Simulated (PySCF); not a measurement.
# Choosing a basis for TDDFT

CH8FPSi2.
Atom-mapped SMILES: `[CH3:1][SiH2:2][Si@H:3]([F:4])[PH2:5]` (hydrogens: H6, H7, H8 on C1; H9, H10 on Si2; H11 on Si3; H12, H13 on P5)

TDDFT with PBE0 (PySCF), vertical singlets, core orbitals frozen in the response, spherical d and f functions. Geometry: PBE0-D3(BJ)/def2-SVP, one conformer, isolated molecule.

How do the low singlets change with the basis? Take 6-31+G*, def2-SVP, aug-cc-pVDZ, def2-TZVP and def2-TZVPD.

| basis | functions | diffuse | S1 (eV) | S2 (eV) | S3 (eV) | S4 (eV) | S5 (eV) | LUMO (eV) | α (au) |
| --- | --- | --- | --- | --- | --- | --- | --- | --- | --- |
| 6-31+G* | 118 | yes | 5.57 | 6.15 | 6.28 | 6.48 | 6.82 | -0.73 | 91.1 |
| def2-SVP | 122 | no | 5.81 | 6.55 | 6.79 | 6.95 | 7.07 | -0.37 | 85.2 |
| aug-cc-pVDZ | 199 | yes | 5.56 | 6.02 | 6.11 | 6.40 | 6.73 | -0.70 | 100.3 |
| def2-TZVP | 221 | no | 5.53 | 6.13 | 6.47 | 6.57 | 6.77 | -0.65 | 94.6 |
| def2-TZVPD | 278 | yes | 5.46 | 6.03 | 6.18 | 6.36 | 6.69 | -0.76 | 99.9 |

States are compared by their number. Against the largest diffuse basis here (def2-TZVPD, itself not a converged limit), sets without diffuse functions differ by up to 0.36 eV in S1 and 0.38 eV in S5; the smaller diffuse sets differ by up to 0.12 and 0.12 eV. State by state, the largest deviation of a set without diffuse functions is S1 0.36, S2 0.53, S3 0.62, S4 0.59, S5 0.38 eV. The same number needn't mean the same state in each row. Against def2-TZVPD the polarisability deviates by -9% in 6-31+G*, -15% in def2-SVP, 0% in aug-cc-pVDZ, -5% in def2-TZVP. A single + in a Pople set puts diffuse functions on heavy atoms only.
